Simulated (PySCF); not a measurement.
Bonds broken one at a time in the series Ga Cl-Br. Isolated molecules, 0 K electronic values unless said otherwise. Strings in code marks are SMILES.

Level of theory: M06-2X/def2-TZVP // PBE0-D3(BJ)/def2-TZVP (PySCF). 

| species | dipole moment (D) |
|---|---|
| whole molecule (`[Cl][Ga]([Cl])[Br]`) | 0.34 |
| radical fragment (`[Br][Ga][Cl]`) | 1.75 |
| radical fragment (`[Ga]([Br])[Br]`) | 1.64 |
| whole molecule (`[Ga]([Br])([Br])[Br]`) | ? |

Task: Fill in the missing entries.

Result: 
- whole molecule (`[Ga]([Br])([Br])[Br]`), dipole moment (D): 0.00
